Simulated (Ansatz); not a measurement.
`C[SiH](O)O` → `[CH3]`• + `O[SiH]O`•  (homolysis of the C–Si bond)

Computed with Ansatz on PBE0-D4/def2-TZVP structures; ΔE is electronic, products minus reactants. CBS: MP2 limit from def2 TZ/QZ plus the TZ coupled-cluster correction, frozen cores. This one scheme is used for every species. Functionals use def2-TZVPP. B3LYP here is the variant with VWN-RPA as its local correlation; programs differ in this. Open shells (•) are unrestricted, without spin–orbit coupling. One conformer a species, not always the lowest.

`C[SiH](O)O`:

```xyz
10

C    -1.253   -0.302   -0.423
Si    0.549    0.050   -0.179
O     0.617    1.603    0.367
O     1.270   -1.005    0.859
H    -1.808   -0.167    0.510
H    -1.680    0.378   -1.164
H    -1.406   -1.327   -0.768
H     1.344   -0.106   -1.422
H     1.487    1.985    0.491
H     0.879   -1.109    1.728
```

`[CH3]`•:

Cartesian coordinates in Å:
```
C 0.000 0.000 0.000
H -0.471 -0.571 -0.787
H 0.803 0.683 -0.235
H -0.333 -0.112 1.021
```

`O[SiH]O`•:

Cartesian coordinates in Å:
```
O 0.843 0.741 -0.621
Si 0.031 -0.583 -0.058
O -1.294 -0.046 0.746
H 1.447 0.604 -1.352
H 0.813 -1.324 0.980
H -1.840 0.608 0.305
```

Question: What is ΔE at CCSD(T)/CBS? (Estimate.)

Answer: The calculation gave: +4.34 eV.

Question: What do these levels give: LDA (SPW92), revPBE, r2SCAN, B3LYP, r2SCAN0, BHLYP, CAM-B3LYP, CCSD/def2-SVP, CCSD(T)/def2-SVP, MP2/def2-TZVPP, MP2/def2-QZVPP, SCS-MP2/def2-QZVPP? (Best estimate.)

Answer: The calculation gave: LDA (SPW92) 4.75, revPBE 3.83, r2SCAN 3.97, B3LYP 3.99, r2SCAN0 4.00, BHLYP 4.03, CAM-B3LYP 4.12, CCSD/def2-SVP 4.11, CCSD(T)/def2-SVP 4.16, MP2/def2-TZVPP 4.37, MP2/def2-QZVPP 4.41, SCS-MP2/def2-QZVPP 4.39 eV.

Largest T1 diagnostic among the species: 0.015.

The D4 term adds +0.11 eV with B3LYP and +0.06 eV with PBE0; it sums over pairs of atoms, weighted by their polarisabilities, and B3LYP, whose exchange is more repulsive, gets the larger term. Leaving LDA and LC-ωPBE aside and taking each functional with its dispersion term where it has one, the values, not all of them listed here, spread over 0.40 eV, from r2SCAN-D4 to ωB97M-V. LDA lies +0.69 eV from PBE without D4, its usual overbinding. From PBE to PBE0 (25 % exact exchange), in def2-TZVPP and without D4, ΔE moves by +0.05 eV.
